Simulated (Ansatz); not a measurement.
```yaml
crystal:
  periodic: [false, false, false]
  atoms:
    - {symbol: C, position_ang: [-1.208956, 0.910196, 0.326564]}
    - {symbol: C, position_ang: [-0.765514, -0.182228, -0.312262]}
    - {symbol: Si, position_ang: [1.141887, -0.273873, -0.025028]}
    - {symbol: Cl, position_ang: [2.127674, -2.053992, -0.812572]}
    - {symbol: H, position_ang: [-1.164208, 1.935841, -0.117632]}
    - {symbol: H, position_ang: [-1.621345, 0.723024, 1.537859]}
    - {symbol: H, position_ang: [-0.750345, -0.173733, -1.313369]}
    - {symbol: H, position_ang: [-1.199475, -1.225735, -0.114413]}
    - {symbol: H, position_ang: [1.448334, -0.546392, 1.344836]}
    - {symbol: H, position_ang: [1.918113, 1.004259, -0.445738]}
basis:
  gaussian: {orbitals: def2-TZVPP}
total_charge: 1
hamiltonian: {xc: {name: revPBE0}, dispersion: d3bjatm}
```

```sh
$ ansatz run in.yaml --threads 4 --pin off --events-out ev --progress --plain --max-ram 10444MiB
```

Shortened log:

```
Functional definition: revPBE0
1330 factors; their error is unknown
mean field evaluation 1: about -22552.4480 eV, gradient 5.8e1 eV
mean field evaluation 2: about -22551.6046 eV, gradient 5.7e1 eV
mean field evaluation 4: about -22559.8830 eV, gradient 3.1e0 eV
mean field evaluation 8: about -22559.9068 eV, gradient 2.5e-2 eV
mean field evaluation 16: about -22559.9471 eV, gradient 7.3e-5 eV
mean field -22559.94705758 eV, -829.0627626849 hartree, gradient 7.3e-5 eV, S^2 0.000000; 0 other end points of the search recorded, 0 dependent functions left out
reference -22559.94709857 eV, -829.0627641910 hartree; 24, 24 occupied and 206, 206 virtual orbitals, 1330 factors
Total energy: -22560.42216579 eV, -829.0802225893 hartree
```

Hardware: 4 threads of an AMD EPYC 9R45 on a shared host. Wall time 0.95 s, peak host memory 0.44 GiB.
